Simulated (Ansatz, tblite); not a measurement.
Isomers of Ga4F5⁺ (singlet), found by a short tight-binding search and relaxed with PBE0-D4/def2-SVP in Ansatz.

The xTB rows come from tblite.

Other spin states were run for one of them alone.

A:

Cartesian coordinates in Å:
```
Ga -1.6451 -0.4404 -2.6404
Ga -0.9160 0.0608 1.0746
Ga 2.7365 -1.0471 1.1346
Ga 0.5416 1.2642 -0.4272
F 0.0736 0.9670 -2.1628
F -1.5970 -0.7120 -0.4770
F 0.5728 -1.0088 1.4010
F 2.2553 0.6618 -0.2848
F -2.0218 0.2545 2.3819
```

B:

| atom | x (Å) | y (Å) | z (Å) |
| --- | --- | --- | --- |
| Ga1 | -2.044 | -0.123 | 1.730 |
| Ga2 | 1.192 | 1.978 | 1.359 |
| Ga3 | 1.379 | -1.893 | 1.303 |
| Ga4 | -0.162 | 0.012 | -1.352 |
| F5 | 0.196 | -0.014 | 1.625 |
| F6 | -0.368 | 0.028 | -3.059 |
| F7 | -1.684 | -0.065 | -0.341 |
| F8 | 0.803 | -1.374 | -0.652 |
| F9 | 0.688 | 1.452 | -0.613 |

Problem. Estimate their order by electronic energy at PBE0-D4/def2-TZVP, counted from the lowest.

Solution. B (0.0) < A (67.8), in kJ/mol.

Problem. Do the other levels pick the same lowest one?

Solution. All that were run do. Energies above each level's lowest (kJ/mol):

```csv
level,A,B
GFN1-xTB,43.1,0.0
GFN2-xTB,70.5,0.0
PBE-D4/def2-TZVP,65.0,0.0
r2SCAN-D4/def2-TZVP,60.7,0.0
PBE0-D4/def2-TZVP,67.8,0.0
```
Point groups (tolerance 0.1 Å): A Cs, B C3v. Lower isomers may exist.
